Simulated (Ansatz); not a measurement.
GeH2(OiPr)2 (C₆H₁₆GeO₂), relaxed as a singlet with RKS PBE-D4/def2-SVP in Ansatz, starting from the GFN2-xTB geometry. Force threshold 0.03 eV/Å.

Start:

```xyz
25

Ge   -0.075    0.879    0.033
H     0.651    1.727    1.062
H    -0.922    1.742   -0.885
O    -0.994   -0.369    0.795
C    -1.873   -0.296    1.903
C    -2.358   -1.716    2.182
C    -3.043    0.643    1.631
H    -1.321    0.074    2.780
H    -2.925   -2.083    1.330
H    -2.988   -1.732    3.069
H    -1.505   -2.370    2.336
H    -2.673    1.655    1.468
H    -3.574    0.319    0.740
H    -3.727    0.647    2.475
O     0.996   -0.126   -0.872
C     1.889    0.202   -1.920
C     2.528   -1.104   -2.385
C     2.947    1.201   -1.464
H     1.324    0.644   -2.755
H     3.091   -1.545   -1.567
H     3.193   -0.923   -3.225
H     1.753   -1.804   -2.686
H     2.469    2.135   -1.169
H     3.485    0.799   -0.608
H     3.650    1.400   -2.269
```

(1) Estimate the energy that the relaxation releases and the steps that it takes.

(2) Does the start keep its bonding and symmetry?

(3) Predict the relaxed structure.

Results:

(1) 47.3 kJ/mol, in 23 steps; 50 s on 2 threads of AMD EPYC 7R13 on a shared host and a share (18 GiB) of an NVIDIA H100 80GB HBM3. No frequencies were taken in this run, so the end may be a saddle point.

(2) By distances, no bond broke or formed. The bond that changes most is Ge1–O15, from 1.73 to 1.80 Å (atoms count from 1).

(3) 
```xyz
25

Ge   -0.0908    1.7230    0.1298
H     0.1260    2.4331    1.4889
H    -0.3814    2.5934   -1.1176
O    -1.5157    0.6330    0.2199
C    -1.7374   -0.1671    1.3927
C    -1.7147   -1.6414    0.9947
C    -3.0657    0.2535    2.0191
H    -0.9231    0.0067    2.1397
H    -2.4869   -1.8376    0.2228
H    -1.9146   -2.2963    1.8669
H    -0.7273   -1.9146    0.5740
H    -3.0387    1.3213    2.3143
H    -3.8879    0.1214    1.2862
H    -3.2963   -0.3516    2.9193
O     1.4257    0.7886   -0.1033
C     1.7254    0.2082   -1.3833
C     1.9080   -1.2976   -1.2075
C     2.9720    0.8901   -1.9448
H     0.8783    0.3779   -2.0937
H     2.7159   -1.4984   -0.4743
H     2.1749   -1.7844   -2.1673
H     0.9756   -1.7613   -0.8303
H     2.7977    1.9763   -2.0789
H     3.8208    0.7636   -1.2418
H     3.2601    0.4600   -2.9254
```
Bond lengths: 4 × C–C 1.53 Å; 2 × C–O 1.44 Å; 2 × Ge–O 1.80 Å; 14 × C–H 1.11 to 1.12 Å; 2 × Ge–H 1.55 Å.
